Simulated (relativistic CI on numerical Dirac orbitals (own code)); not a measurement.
# Ir XXI: sensitivity of the levels to the model

Base calculation: Dirac-Coulomb-Breit CI, orbitals from a KLI potential per configuration, QED by a radiative potential, unscaled Slater integrals.

CI space (outside the closed core [Ar] 3d10): 4s2 4p6 4d10 4f11, 4s2 4p6 4d10 4f10 5s, 4s2 4p6 4d10 4f9 5s2, 4s2 4p6 4d10 4f10 5p, 4s2 4p6 4d9 4f12, 4s2 4p6 4d10 4f10 5d, 4s2 4p6 4d8 4f13, 4s2 4p6 4d10 4f10 6s, 4s2 4p5 4d10 4f12, 4s2 4p4 4d10 4f13, 4p6 4d10 4f13, 4s 4p6 4d9 4f13, 4s 4p6 4d10 4f11 5s, 4s 4p6 4d10 4f11 6s. Levels of other configurations are missing.

Variants: (1) P86 correlation estimate; (2) QED terms removed; (3) one mean potential for all configurations. Shifts of the energy above 4s2 4p6 4d10 4f11 4I°_15/2, in cm⁻¹, for the lowest level and the first level of each name with at least 55 % of one term (blank where a level changes its place among those of its configuration and J or its character, or is not in the variant):

| Level | Base | Δ(1) | Δ(2) | Δ(3) |
| --- | --- | --- | --- | --- |
| 4s2 4p6 4d10 4f11 4I°_15/2 | 0.0 | 0.0 | 0.0 | 0.0 |
| 4s2 4p6 4d10 4f11 4I°_13/2 | 22388.6 | +0.1 | -98.8 | -527.8 |
| 4s2 4p6 4d10 4f11 4F°_7/2 | 51393.2 | +1.9 | -94.6 | -99.4 |
| 4s2 4p6 4d10 4f11 4F°_5/2 | 52870.0 | +2.3 | -58.9 | +212.2 |
| 4s2 4p6 4d10 4f11 2K°_15/2 | 62700.0 | +0.7 | -84.6 | +131.6 |
| 4s2 4p6 4d10 4f11 4G°_9/2 | 70725.1 | +1.9 | -166.8 | -440.1 |
| 4s2 4p6 4d10 4f11 2P°_1/2 | 74256.2 | +3.0 | -98.5 | +190.6 |
| 4s2 4p6 4d10 4f11 2K°_13/2 | 77853.1 | +1.1 | -122.2 | +12.5 |
| 4s2 4p6 4d10 4f11 2I°_11/2 | 91039.6 | +2.1 | -82.7 | +524.4 |
| 4s2 4p6 4d10 4f11 4D°_7/2 | 91158.7 | +3.9 | -102.6 | +387.3 |
| 4s2 4p6 4d10 4f11 2L°_17/2 | 94522.7 | +0.9 | -92.1 | +466.2 |
| 4s2 4p6 4d10 4f11 2I°_13/2 | 102422.7 | +1.8 | -166.5 | -30.6 |
| 4s2 4p6 4d10 4f11 2L°_15/2 | 116059.6 | +1.0 | -191.0 | -72.0 |
| 4s2 4p6 4d10 4f11 4D°_1/2 | 117458.2 | +4.0 | -196.9 | -96.5 |
| 4s2 4p6 4d10 4f11 2F°_7/2 | 123963.0 | +6.0 | -157.8 | +367.6 |
| 4s2 4p6 4d10 4f11 2F°_5/2 | 152438.9 | +5.1 | -255.0 | -112.2 |
| 4s2 4p6 4d10 4f10 5s 6I_17/2 | 232126.2 | +9179.2 | -3168.7 | -13719.1 |
| 4s2 4p6 4d10 4f10 5s 6I_15/2 | 245340.3 | +9179.3 | -3192.7 | -13719.4 |
| 4s2 4p6 4d10 4f10 5s 6I_13/2 | 259621.1 | +9179.3 | -3270.5 | -13720.3 |
| 4s2 4p6 4d10 4f10 5s 4I_15/2 | 262911.4 | +9179.2 | -3202.2 | -13719.0 |
| 4s2 4p6 4d10 4f10 5s 6I_9/2 | 273031.8 | +9179.5 | -3258.5 | -13714.4 |
| 4s2 4p6 4d10 4f10 5s 4I_13/2 | 278852.2 | +9179.5 | -3210.7 | -13713.7 |

At this charge transitions that keep the count of f electrons are usually good to a few per cent. Terms inside the open d or f shell come out 10 to 20 % too wide with unscaled integrals. Levels that differ in their count of f electrons can be misplaced by several ten thousand cm⁻¹, since the correlation energy of f electrons is missing or only estimated; rates across such gaps can be off by orders of magnitude.

Ionisation energy from one configuration of each of the two ions, the ground ones as tabulated or assumed: base 554.948 eV; P86 correlation estimate 556.902 eV. The NIST ASD value (theoretical) is 560 ± 30 eV.

LS names give the leading component of a level, which can be under half, so a name can repeat, a term be missing and a line seem to break the LS rules.
